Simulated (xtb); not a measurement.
B(vinyl)(OH)(NH2) (C2H6BNO), SMILES B(N)(O)C=C. All values are semi-empirical tight-binding results from xtb (GFN2-xTB unless named), good for trends rather than for accurate numbers. Coordinates come from a GFN2-xTB optimisation. This is a generated structure with no PubChem entry under its InChIKey; it may be hypothetical. The values are those of a single conformer.

Optimised geometry:

```xyz
11

B      0.2075     0.4008     0.1814
C     -0.6391    -0.4515    -0.8289
C     -0.8478    -1.7562    -0.7125
H     -1.0827     0.0622    -1.6763
H     -1.4348    -2.3240    -1.4190
H     -0.4276    -2.3067     0.1128
O      0.7991    -0.2158     1.2386
H      1.2990     0.3618     1.8141
N      0.3380     1.7867    -0.0254
H      0.8600     2.4024     0.5750
H     -0.0890     2.2661    -0.7966
```
Charge 0, spin multiplicity 1.

Computed properties:
The point group as xtb finds it is Cs. The orbital gap comes out as 4.71 eV, the dipole moment is 2.77 D and the zero-point energy is 53.6 kcal/mol. The G − E(el) at 298.15 K (modified RRHO) is 35.2 kcal/mol and the static polarisability (D4 model) comes out as 52.4 bohr³. The solvation energy, GFN2-xTB/ALPB(water) is -6.4 kcal/mol and the solvation energy, GFN2-xTB/ALPB(dmso) is -9.3 kcal/mol.

Task: Give the IR lines (harmonic; lines under 4 % of the strongest left out, lines within 3 cm⁻¹ merged). (The exact figures need the calculation; the answer reports its results.)

Result: ν (cm⁻¹): 466 (m), 498 (w), 557 (vs), 647 (m), 841 (w), 924 (w), 960 (s), 1043 (w), 1260 (s), 1286 (s), 1342 (vs), 1412 (w), 1542 (m), 1673 (w), 3014 (m), 3070 (m), 3116 (w) (against the strongest line: vs over 80 %, s over 45 %, m over 15 %, w over 4 %, vw less)

Task: Give the atomic charges and the Wiberg bond orders between heavy atoms. (An estimate is asked for; the answer gives what the named calculation found.)

Result: charges (e) B1 0.35, C2 -0.12, C3 -0.08, H4 0.02, H5 0.03, H6 0.04, O7 -0.47, H8 0.28, N9 -0.37, H10 0.15, H11 0.15. Bond orders B1–C2 0.99, C2–C3 1.97, B1–O7 1.16, B1–N9 1.25.
